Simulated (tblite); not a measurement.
ClZn, doublet, at a GFN2-xTB geometry (such geometries of metal compounds can be far from the true shape) (the spin is typed, not shown lowest); GFN1-xTB run with tblite 0.6.0.

tblite was given this input:
```
$ tblite run mol.xyz --method gfn1 --charge 0 --spin 1 --guess eeq --json tblite.json --no-restart

# file mol.xyz
2

Zn    -0.00000000    -0.00000000    -0.79897282
Cl     0.00000000     0.00000000     1.40995204
```

Task: Write the output that tblite gives for this input, abridged.

Result: 
```
xTB calculator
 | screened Coulomb repulsion
 | Coulomb electrostatics
 |  * isotropic Klopman-Ohno-Mataga-Nishimoto electrostatics
 |  * onsite third-order electrostatics
 | DFT-D3(BJ) dispersion correction

halogen bonding energy    0.0000000000000E+00 Eh
repulsion energy          2.5545779021384E-03 Eh
dispersion energy        -3.8384693315010E-04 Eh
number of electrons       9.0000000000000E+00 e
integral cutoff           3.9672993110968E+01 bohr

------------------------------------------------------------
  cycle        total energy    energy error   density error
------------------------------------------------------------
      1     -5.058249189856  -5.0604199E+00   2.2596765E-01
      2     -5.060260924890  -2.0117350E-03   1.4836140E-01
      3     -5.060277413390  -1.6488500E-05   3.5433050E-02
      4     -5.060291178484  -1.3765094E-05   3.9139933E-04
      5     -5.060291230850  -5.2365579E-08   2.5922579E-04
      6     -5.060291232537  -1.6871784E-09   1.2529241E-05
------------------------------------------------------------

electronic energy        -5.0624619635058E+00 Eh
total energy             -5.0602912325368E+00 Eh

Post processing:
 | Mayer-Wiberg bond orders

[Info] JSON dump of results written to 'tblite.json'
```
